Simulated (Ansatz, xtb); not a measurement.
# Ligand exchange: SiF4 + SnH2F2 → SiHF3 + SnHF3

Species: SiF4 (silicon tetrafluoride) `F[Si](F)(F)F`, singlet; SnH2F2 `[F][SnH2][F]`, singlet; SiHF3 `F[SiH](F)F`, singlet; SnHF3 `[F][SnH]([F])[F]`, singlet. The partners trade F for H: Si–F and Sn–H bonds give way to Si–H and Sn–F.

Shapes, held fixed at every level: PBE0-D4/def2-TZVP. Programs: Ansatz 0.2.0, xtb 6.7.1. The zero-point and thermal change to 298 K, harmonic and unscaled (PBE0-D4/def2-TZVP), is +2.1 kJ/mol.

| level | kind | ΔH(298 K) (kJ/mol) | less CCSD(T)/def2-TZVPP |
| --- | --- | --- | --- |
| GFN2-xTB | semi-empirical | +64.0 | -37.6 |
| r2SCAN-D4/def2-TZVPP | meta-GGA | +96.7 | -4.9 |
| PBE0-D4/def2-TZVPP | global hybrid | +96.0 | -5.6 |
| r2SCAN0-D4/def2-TZVPP | global hybrid | +104.5 | +2.9 |
| CCSD(T)/def2-SVP | coupled cluster or CI | +86.5 | -15.1 |
| CCSD/def2-SVP | coupled cluster or CI | +88.0 | -13.6 |
| CCSD/def2-TZVPP | coupled cluster or CI | +104.7 | +3.1 |
| CCSD(T)/def2-TZVPP | coupled cluster or CI | +101.6 | 0.0 |

The highest level, CCSD(T)/def2-TZVPP, gives ΔH(298 K) = +101.6 kJ/mol; the levels span +64.0 to +104.7. The column of differences is taken from that level and isn't an error. No measured value is set beside it here. For atoms past krypton def2 sets carry core potentials with scalar relativity. Outer-core shells of Sn are correlated, in sets that cover them unevenly.
